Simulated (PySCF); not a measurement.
Level of theory: TPSSh-D3(BJ)/def2-TZVP // CAM-B3LYP-D3(BJ)/def2-TZVP run with PySCF 2.14.0. Gas-phase values, no solvent. Excitations are Tamm–Dancoff values on a coarser integration grid. The basis has no diffuse functions, so Rydberg states are missing or too high.

Reference species (SMILES): `[H]/N=[SiH]/C#N` (neutral, multiplicity 1).

```
Item                   Value
-------------------  -------
T1 excitation (TDA)  3.11 eV
dipole moment         3.78 D
S1 excitation (TDA)  3.86 eV
```

Changed species: `C(N=[SiH2])#N`.

What does the change do to the T1 excitation (TDA), dipole moment and S1 excitation (TDA)?

the T1 excitation (TDA) falls by 0.50 eV, to 2.61 eV; the dipole moment increases by 2.80 D, to 6.58 D; the S1 excitation (TDA) falls by 0.90 eV, to 2.96 eV.
